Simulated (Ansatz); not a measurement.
BH$_{5}$NSb, SMILES `N[BH][SbH2]`. Total charge 0; spin multiplicity 1. Sb: def2 effective core potential.

Z-matrix (Å, degrees):
```
N
B 1 1.383
H 1 1.008 2 122.7
H 1 1.006 2 123.8 3 -178.3
Sb 2 2.249 1 122.0 3 -176.7
H 2 1.197 1 118.7 3 -0.5
H 5 1.707 2 92.3 1 -117.0
H 5 1.712 2 94.2 1 -24.5
```

Question: What are the harmonic wavenumbers in cm⁻¹ at PBE0-D4/def2-TZVP (Ansatz, finite differences of forces, unscaled)? (Estimate.)

Answer: Ansatz gave: 121, 212, 408, 434, 600, 610, 642, 823, 889, 909, 1134, 1354, 1640, 1941, 1965, 2610, 3596, 3690.

Question: Is this a minimum?

Answer: Yes, all 18 modes are real.

Question: Give the ideal-gas thermochemistry at 298.15 K and 1 bar (rigid rotor, harmonic oscillator; point group C1, symmetry number 1).

Answer: Zero-point energy 141.0 kJ/mol; H(298) − E = 157.5 kJ/mol; entropy 311.8 J/(mol·K), of which translation 171.5, rotation 103.9, vibration 36.5; G(298) − E = 64.5 kJ/mol.

Question: And at 400, 500, 600, 800 and 1000 K?

Answer: 
```
T (K)  H − E (kJ/mol)  S (J/mol/K)  G − E (kJ/mol)
  400           166.6        338.1            31.4
  500           176.9        361.1            -3.6
  600           188.3        381.8           -40.8
  800           213.6        418.0          -120.9
 1000           241.3        448.9          -207.6
```

Question: Rotational constants (cm⁻¹)?

Answer: 1.052, 0.08922, 0.08455.
